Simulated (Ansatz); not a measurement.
F$_{6}$Se, charge -1, doublet, at a GFN2-xTB geometry (a state made from the parent by changing its charge; the spin is typed, not shown lowest) (a gas-phase anion, which may not be bound at this level); SC-NEVPT2/STO-3G, CASSCF(3,4) (Ansatz, a first-principles code).

Input for Ansatz:
Ansatz 0.2 input:
```yaml
crystal:
  periodic: [false, false, false]
  atoms:
    - {symbol: F, position_ang: [1.25222496, -0.43579553, -1.61931583]}
    - {symbol: Se, position_ang: [-0.05072944, -0.05933990, -0.08320264]}
    - {symbol: F, position_ang: [1.36359733, -0.50705131, 0.89387606]}
    - {symbol: F, position_ang: [-0.73938087, -1.86019630, 0.61086373]}
    - {symbol: F, position_ang: [-1.64766740, 0.96855161, -0.85280055]}
    - {symbol: F, position_ang: [0.70427999, 1.54631234, -0.16858519]}
    - {symbol: F, position_ang: [-0.74140946, 0.51235213, 1.45028288]}
basis:
  gaussian:
    orbitals: STO-3G
total_charge: -1
correlation: {method: sc_nevpt2, electrons: all, active_space: {window: {electrons: 3, orbitals: 4}}}
magnetization: {spin_polarized: false, initial_magnetization: 1}
```

The log (banner, timings and long lists left out):

```
Functional definition: HF
626 factors; integrals over basis functions are off by at most 2.0e-5 eV
mean field evaluation 1: about -80568.3671 eV, gradient 3.7e1 eV
mean field evaluation 2: about -80568.6031 eV, gradient 3.7e1 eV
mean field evaluation 4: about -80577.2634 eV, gradient 1.5e0 eV
mean field evaluation 8: about -80577.2807 eV, gradient 8.7e-2 eV
mean field evaluation 16: about -80577.2808 eV, gradient 7.9e-4 eV
mean field evaluation 32: about -80568.3671 eV, gradient 3.7e1 eV
mean field -80577.55876704 eV, -2961.1706672575 hartree, gradient 8.5e-7 eV, S^2 0.750000; 3 other end points of the search recorded, 0 dependent functions left out
reference -80577.55876704 eV, -2961.1706672575 hartree; 45, 44 occupied and 3, 4 virtual orbitals, 626 factors
state -80579.29545467 eV, -2961.2344893510 hartree
state -80579.29545467 eV, -2961.2344893510 hartree; corrected -80581.94691877 eV, -2961.3319288593 hartree
Total energy: -80581.94691877 eV, -2961.3319288593 hartree
```
